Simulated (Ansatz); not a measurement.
Start from `C=[C](F)[SnH2][CH3]` and change one atom or group to get `C=CC(=C)F`.

Ansatz, PBE0-D4/def2-TZVP geometries, multiplicity 1. Each molecule was computed in one conformer, which needn't be the lowest.

Elements past krypton have def2 core potentials.

```
                                        property  `C=[C](F)[SnH2][CH3]`
             LUMO energy (B3LYP/def2-TZVPP) / eV                  -0.28
           LUMO energy (ωB97M-V/def2-TZVPP) / eV                   1.52
             HOMO energy (B3LYP/def2-TZVPP) / eV                  -7.35
           HOMO–LUMO gap (B3LYP/def2-TZVPP) / eV                   7.08
size of the dipole moment (B3LYP/def2-TZVPP) / D                   2.08
               HOMO energy (PBE/def2-TZVPP) / eV                  -6.36
```

**Question.** What does the change do to each property? (Estimate.)

**Answer.** Computed: 
```csv
property,`C=CC(=C)F`,shift
LUMO energy (B3LYP/def2-TZVPP) / eV,-1.30,-1.02
LUMO energy (ωB97M-V/def2-TZVPP) / eV,0.99,-0.53
HOMO energy (B3LYP/def2-TZVPP) / eV,-6.80,0.55
HOMO–LUMO gap (B3LYP/def2-TZVPP) / eV,5.51,-1.57
size of the dipole moment (B3LYP/def2-TZVPP) / D,1.35,-0.73
HOMO energy (PBE/def2-TZVPP) / eV,-5.97,0.39
```

With PBE0 the HOMO rises by 0.57 eV and the LUMO falls by 1.04 eV, so the gap narrows by about 1.61 eV. PBE moves the HOMO by 0.39 eV and ωB97M-V by 0.71 eV. Dipoles are sizes alone; their direction can turn.

B3LYP here is the variant with VWN-RPA as its local correlation; programs differ in this.
